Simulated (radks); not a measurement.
Results of a calculation; reference values are marked as such.
Ionisation of the zirconium ion Zr+, [Kr] 4d2 5s1, to [Kr] 4d2 as the strength of local exchange is varied. Code: a radial shooting solver on a logarithmic mesh with Libxc functionals. Model: Dirac Kohn-Sham, Slater X-alpha exchange (alpha = 2/3 is LDA exchange), no correlation, spin-unpolarised, spherical densities, finite nucleus; open shells fill j = l - 1/2 first; Fermi nuclear charge, rms radius 4.2694 fm.

alpha  E(Zr+) (hartree)  exchange (hartree)  IE (eV)  -e of the level emptied (eV)  <r> of it (bohr)
0.64        -3586.84698          -101.88060   12.129                 9.114 (5s1/2)             3.477
0.667       -3591.14752          -106.29963   12.284                 9.265 (5s1/2)             3.456
0.816       -3614.96810          -130.86134   13.155                10.126 (5s1/2)             3.346
0.856       -3621.38823          -137.50552   13.394                10.364 (5s1/2)             3.318
0.942       -3635.22780          -151.86266   13.915                10.886 (5s1/2)             3.257

NIST Atomic Spectra Database: 13.130 eV (measured). The Delta-SCF value meets it near alpha = 0.81. Spin polarisation and multiplet splitting are left out, so open shells lie too high by an amount that depends on their filling.

Beside tabulated values, note that spin-unpolarised runs miss the spin-polarisation part of the exchange energy of open shells.
